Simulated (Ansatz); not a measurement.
Compare A (`BCO[SiH3]`) with its isomer B (`B[SiH2]OC`).

Computed with Ansatz on PBE0-D4/def2-TZVP structures; ΔE is electronic, products minus reactants. CCSD(T)/CBS is the MP2 limit (def2-TZVPP, def2-QZVPP) plus CCSD(T) − MP2 in def2-TZVPP, frozen cores. Functionals use def2-TZVPP. B3LYP here is the variant with VWN-RPA as its local correlation; programs differ in this. Each species was taken in one conformer, which may not be the lowest.

Q: Which is lower in electronic energy at CCSD(T)/CBS, and by how much? (Estimate.)

A: Computed: A, by 23.8 kJ/mol.

Q: Give E(B) − E(A) in kJ/mol with LDA (SPW92), CCSD(T)/def2-TZVPP, B3LYP, HF/def2-TZVPP, B3LYP-D4, PBE-D4, MP2/def2-TZVPP. (An estimate is asked.)

A: Computed: LDA (SPW92) 28.7, CCSD(T)/def2-TZVPP 23.8, B3LYP 25.6, HF/def2-TZVPP 26.5, B3LYP-D4 25.7, PBE-D4 21.2, MP2/def2-TZVPP 29.0. None reverses the order clearly.

Q: Does the order hold for the free energy at 298.15 K (harmonic terms from PBE0-D4)? (Best estimate.)

A: Ansatz gave: Yes: G(B) − G(A) = +28.3 kJ/mol, for one conformer each. Modes under 60 cm⁻¹, often nearly free rotors, make the harmonic entropy too high.

Largest T1 diagnostic: 0.011.

Leaving LDA and LC-ωPBE aside and taking each functional with its dispersion term where it has one, the values, not all of them listed here, spread over 8.9 kJ/mol, from revPBE-D4 to ωB97M-V. LDA lies +7.6 kJ/mol from PBE without D4.
